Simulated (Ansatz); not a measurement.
Consider the ligand exchange at the Si–C bond: `C[SiH](N)[InH2]` + HCl → `N[SiH](Cl)[InH2]` + CH₄.

Isolated molecules relaxed with PBE0-D4/def2-TZVP in Ansatz; ΔE leaves out vibrations. CCSD(T)/CBS adds triple-zeta CCSD(T) − MP2 to the extrapolated MP2 energy (def2 sets, frozen cores). This one scheme is used for every species. DFT in def2-TZVPP. Elements past krypton have def2 core potentials. For In outer-core shells are correlated without core-valence functions, which leaves a few kJ/mol of doubt a bond. One conformer a species, not always the lowest.

```json
{"level": "revPBE-D4", "ΔE (kJ/mol)": "-120.9"}
{"level": "r2SCANh", "ΔE (kJ/mol)": "-127.0"}
```

Q: What does CCSD(T)/CBS give? (An estimate is asked.)

A: Ansatz gave: -121.4 kJ/mol. The listed levels differ from it by 0.5, -5.6 kJ/mol.

Largest T1 diagnostic among the species: 0.013.

In def2-TZVPP, CCSD(T) changes the Hartree–Fock value by +14.3 kJ/mol (the triples alone add +0.2 kJ/mol) and MP2 by +9.5 kJ/mol. Leaving LDA and LC-ωPBE aside and taking each functional with its dispersion term where it has one, the values, not all of them listed here, spread over 8.1 kJ/mol, from BHLYP-D4 to revPBE-D4. LDA lies +5.6 kJ/mol from PBE without D4.

CCSD(T)/CBS has its own doubt, a few kJ/mol and more with outer-core shells, so smaller differences from it don't rank the levels.
